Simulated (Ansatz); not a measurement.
Basis-set extrapolation for C₂H₅AlBClO (`OB/[C]([AlH2])=C\Cl`) (PBE0-D4/def2-TZVP geometry, frozen core, Ansatz 0.2.0). Multiplicity 1, RHF reference.

```
                      def2-TZVPP   def2-QZVPP
                 HF  -879.728034  -879.755878
    MP2 correlation    -0.921243    -0.992455
CCSD(T) correlation    -1.012098      not run
```

Energies in hartree. Use E(X) = E(∞) + A·exp(−7.88·√X) for Hartree–Fock and E(X) = E(∞) + B·X^(−2.97) for correlation, with X = 3 and 4, and add CCSD(T) minus MP2 of the smaller set to the MP2 limit.

Question: What is the CCSD(T) energy at the basis-set limit?

Answer: HF limit: -879.755878 + (-0.027844) × 0.13774 = -879.75971. MP2 limit: -0.992455 + (-0.071212) × 0.74074 = -1.04520. Higher-order term: -1.012098 − (-0.921243) = -0.09085. Total: -880.89576 hartree, 408.6 kJ/mol below CCSD(T)/def2-TZVPP.
